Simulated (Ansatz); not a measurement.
Cost and result up the ladder for the cluster Ge5H3 (8 atoms). Total charge 0; doublet. Geometry: PBE0-D4/def2-SVP.

```xyz
8

Ge    1.193    1.132   -0.963
Ge    0.849    0.551    1.833
Ge   -1.632   -1.883   -0.409
Ge   -1.052    0.471    0.065
Ge    0.446   -1.176   -1.456
H    -2.661   -1.902   -1.591
H     0.793    2.140    1.913
H     2.065    0.667    0.607
```

Ansatz on 4 threads of Intel Xeon on a shared host. Times are rough, and most runs start from the orbitals of an earlier one. PBE0-D4/def2-TZVP serves as the yardstick here, not as an exact answer. Binding counts from free atoms at the same level (Ge triplet, H doublet; other spins of the atoms weren't run), without zero-point energy or a counterpoise term.

Another isomer (doublet) lies 1.13 eV lower at PBE0-D4/def2-TZVP; other spin states weren't run for this one.

Run but left out: HF/def2-TZVP, MP2/def2-TZVP (⟨S²⟩ 1.20, where a pure state has 0.75).

| level | functions | wall time | binding energy per atom (eV) | difference from PBE0-D4/def2-TZVP (eV) | remarks |
| --- | --- | --- | --- | --- | --- |
| PBE-D4/def2-TZVP (with forces) | 258 | 15 s | 2.64 | 0.10 | – |
| r2SCAN-D4/def2-TZVP | 258 | 32 s | 2.61 | 0.06 | – |
| PBE0-D4/def2-TZVP | 258 | 39 s | 2.54 | 0.00 | – |
| r2SCAN0-D4/def2-TZVP | 258 | 52 s | 2.52 | -0.02 | spin-contaminated (⟨S²⟩ 0.84) |
